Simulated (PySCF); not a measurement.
# C7H11O: g tensor and hyperfine couplings

C7H11O (doublet state).
Geometry (GFN2-xTB, Å), atoms numbered from 1 in this order:
```
atom  x, y, z in Å
C1     2.483   -0.067   -0.484
C2     1.756    0.439    0.693
C3     0.260    0.253    0.559
C4    -0.492    1.054   -0.492
C5    -1.872    0.383   -0.549
C6    -1.633   -1.089   -0.178
C7    -0.436   -1.023    0.746
O8    -0.491   -0.009    1.717
H9     3.413    0.372   -0.783
H10    2.135   -0.945   -0.992
H11    2.065   -0.097    1.607
H12    1.983    1.496    0.864
H13   -0.562    2.110   -0.233
H14    0.041    0.958   -1.440
H15   -2.520    0.837    0.201
H16   -2.342    0.491   -1.525
H17   -2.504   -1.538    0.296
H18   -1.364   -1.682   -1.054
H19    0.070   -1.934    1.041
```

The hyperfine couplings belong to this conformer and change with its torsions.

Identity: `[CH2]C[C@@]12CCC[C@@H]1O2` [radical].

Method used: PySCF, UKS B3LYP, pcH-1 on C H O, non-relativistic, mean-field spin-orbit, GIAO. The structure is a single GFN2-xTB conformer in the gas phase; no vibrational or solvent corrections. Couplings are sensitive to structure, and on GFN2-xTB geometries they can be far from those on DFT ones. Stability of the SCF solution: not tested.

```json
{
 "g1, g2, g3": "2.00221, 2.00280, 2.00300",
 "g_iso": "2.00267",
 "Form of g": "rhombic: the two nearest values differ by 25 % of g3 − g1",
 "⟨S²⟩": "0.7537 (exact 0.7500)",
 "α and β electrons": "31, 30",
 "Total energy": "-348.52009 Eh",
 "Basis functions": "310"
}
```

Hyperfine couplings atom by atom, in mT; T1 to T3 are the principal values of the dipolar part (MHz turned into mT with g_iso):

```csv
atom,isotope,a_iso,T1,T2,T3,Mulliken spin population
C1,13C,3.24,-2.91,-2.89,5.80,1.08
C2,13C,-1.22,-0.09,0.01,0.08,-0.09
C3,13C,0.98,-0.09,-0.06,0.15,0.02
C4,13C,0.00,-0.05,0.00,0.06,0.01
C5,13C,-0.02,-0.01,-0.01,0.02,0.00
C6,13C,0.00,-0.01,-0.01,0.02,0.00
C7,13C,-0.03,-0.01,-0.01,0.02,0.00
O8,17O,0.01,-0.01,0.00,0.01,0.00
H9,1H,-2.27,-1.41,-0.01,1.41,-0.05
H10,1H,-2.23,-1.40,-0.01,1.41,-0.05
H11,1H,5.93,-0.21,-0.10,0.32,0.07
H12,1H,1.22,-0.18,-0.16,0.33,0.01
H13,1H,0.04,-0.06,-0.05,0.10,0.00
H14,1H,0.07,-0.18,-0.11,0.28,0.00
H15,1H,0.04,-0.02,-0.02,0.04,0.00
H16,1H,0.04,-0.02,-0.02,0.05,0.00
H17,1H,0.00,-0.02,-0.02,0.04,0.00
H18,1H,0.00,-0.03,-0.03,0.07,0.00
H19,1H,0.02,-0.06,-0.06,0.12,0.00
```

Largest spin populations (Mulliken): C1 (+1.08), C2 (-0.09) and H11 (+0.07). No atom but C1 exceeds +0.15. The positive populations add up to 1.19 and the negative ones to -0.19, together 2S = 1. The angles at C1 add up to 359.7°, so it is planar; its axial dipolar tensor and the negative couplings of its protons fit spin in a p orbital normal to that plane.

Axes: g2 points within 10° of the C1–C2 bond.

Under fast tumbling the dipolar parts average out, and these isotropic splittings remain (the largest six): 1 × 1H (H11, I = 1/2, 2 lines) with 5.93 mT, 2 × 1H (H9/H10, I = 1/2, 3 lines) with 2.25 mT, 1 × 1H (H12, I = 1/2, 2 lines) with 1.22 mT, 1 × 1H (H14, I = 1/2, 2 lines) with 0.07 mT, 1 × 1H (H16, I = 1/2, 2 lines) with 0.04 mT and 1 × 1H (H13, I = 1/2, 2 lines) with 0.04 mT.

Class means assume fast exchange of nuclei equivalent by connectivity; if that motion is slow, each nucleus keeps its own coupling.

The 13C coupling of C1 (90.7 MHz) shows only in satellite lines or after enrichment, since that isotope makes up about 1.07 % of natural carbon.

On Arm Neoverse V2, one thread, no GPU, shared host with 96 logical CPUs at a one-minute load of 75, this took 1.7 min (grids of density and orbitals included) and 0.97 GiB of memory at its peak.
